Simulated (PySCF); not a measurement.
Computed structure and properties of Lu(NH2)3

System: Lu(NH2)3 (singlet in the valence; each metal's 4f electrons, 14 of them, lie in its core potential, out of spins and levels); start: displaced along the imaginary mode (C1). Method: PySCF 2.14.0, RKS PBE0, Lu lcecp-1-SVP with ECP60, N def2-SVP, H def2-SVP; non-relativistic Hamiltonian with scalar-relativistic core potentials where named; density fitting; no spin-orbit coupling.

Input of the relaxation:

```python
mol = gto.M(atom='''
Lu     0.00000     0.00000    -0.00000
N      2.14908    -0.00002    -0.01496
H      2.76050     0.02826     0.80204
H      2.79022    -0.02831    -0.80767
N     -1.07452     1.86116     0.00882
H     -1.58398     2.30032     0.80651
H     -1.19133     2.50676    -0.80320
N     -1.07455    -1.86114     0.00613
H     -1.60718    -2.28383     0.80601
H     -1.16822    -2.52320    -0.80370''',
    basis={'Lu': 'lcecp-1-SVP', 'N': 'def2-SVP', 'H': 'def2-SVP'},
    ecp={'Lu': 'lcecp-1-SVP'},
    charge=0, spin=0)
mf = dft.RKS(mol, xc='PBE0')
mf.grids.atom_grid = (50, 194)  # f atoms: unpruned, at least (60, 302)
mf = mf.density_fit()  # fitting sets: Lu AutoAux, N def2-universal-JKFIT, H def2-universal-JKFIT
mf.conv_tol = 1e-08; mf.max_cycle = 55
mf.kernel(dm0)  # dm0: converged density of the start geometry
# quasi-Newton relaxation in Cartesian coordinates to a largest gradient under 0.00045 Eh/bohr, steps kept in the point group
```

Run from Python with OMP_NUM_THREADS=2; the lines above give its settings. Where DIIS fails, smearing, a level shift and second-order steps follow.
It took 3.5 min on 2 threads of Intel(R) Xeon(R) 6975P-C (Granite Rapids), with other jobs on the host, from the converged density of the start.

Course of the relaxation:

| step | energy above end (eV) | largest force component within the symmetry (eV/Å) |
| --- | --- | --- |
| 0 | 0.8452 | 1.141 |
| 1 | 0.7183 | 0.155 |
| 2 | 0.5991 | 0.590 |
| 3 | 0.5583 | 0.727 |
| 4 | 0.5025 | 0.781 |
| 5 | 0.4287 | 1.158 |
| 6 | 0.3567 | 1.672 |
| 7 | 0.3155 | 1.238 |
| 41 | 0.0013 | 0.056 |
| 42 | 0.0006 | 0.042 |
| 43 | 0.0003 | 0.043 |
| 44 | 0.0001 | 0.028 |
| 45 | 0.0000 | 0.025 |
| 46 | 0.0000 | 0.021 |
(The steps between are left out.)

Relaxed geometry (Cs, nearly D3h):

```xyz
10

Lu   -0.0053    0.0107   -0.0356
N     2.1122    0.0073   -0.2157
H     2.7470    0.8055   -0.1955
H     2.7124   -0.8118   -0.3120
N    -1.0582    1.8384    0.2228
H    -2.0631    1.9570    0.3517
H    -0.6710    2.7820    0.2446
N    -1.0573   -1.8359   -0.0272
H    -2.0630   -1.9827    0.0614
H    -0.6537   -2.7704   -0.0946
```

```tsv
contact	Å
Lu1–N2 (NH2)	2.125
Lu1–N5 (NH2)	2.125
Lu1–N8 (NH2)	2.125
```

On the finer grid (75, 302):

```json
{"HOMO": "-6.19 eV", "LUMO": "-1.06 eV", "Dipole about the centre of mass": "0.08 D", "Set of Mulliken populations of Lu1 outside the core potential": "s 2.31, p 6.42, d 1.36, f 0.05", "D3(BJ) dispersion energy (not in the energies)": "-0.141 eV"}
```

| atom | Mulliken (e) | Löwdin (e) | spin (e) |
| --- | --- | --- | --- |
| Lu1 | 0.85 | 0.46 | 0.00 |
| N2 | -0.53 | -0.30 | 0.00 |
| H3 | 0.12 | 0.07 | 0.00 |
| H4 | 0.13 | 0.07 | 0.00 |
| N5 | -0.53 | -0.30 | 0.00 |
| H6 | 0.13 | 0.07 | 0.00 |
| H7 | 0.12 | 0.07 | 0.00 |
| N8 | -0.53 | -0.30 | 0.00 |
| H9 | 0.12 | 0.07 | 0.00 |
| H10 | 0.13 | 0.07 | 0.00 |

The 4f levels lie in the core potential and are missing.

On the grid (50, 194), as all that follows. Harmonic modes: a minimum within the noise of the softest modes; lowest 48 cm⁻¹ (negative: unstable), highest 3625 cm⁻¹, zero-point energy 1.956 eV.

Taking off one NH2 (charge -1, singlet; the rest: singlet) in vacuum, both parts rigid, costs 11.03 eV; the small basis without counterpoise inflates it. Most of it is the attraction of opposite charges; other ways to part are cheaper, and one spin state was tried for the rest.

Rigid scan of NH2 along the line from its metal:

distance to N2 (Å), energy (eV) and a bar:
```
     1.83      1.122 ########
     1.93      0.431 ###
     2.03      0.093 #
     2.13      0.000 
     2.23      0.072 #
     2.33      0.253 ##
     2.53      0.799 ######
     2.83      1.774 #############
     3.23      3.006 #####################
     3.73      4.246 ##############################
```

One start shape was tried, so this needn't be the lowest isomer.

An lcecp potential fixes the number of 4f electrons, so in runs with it no electron can move into or out of that shell.
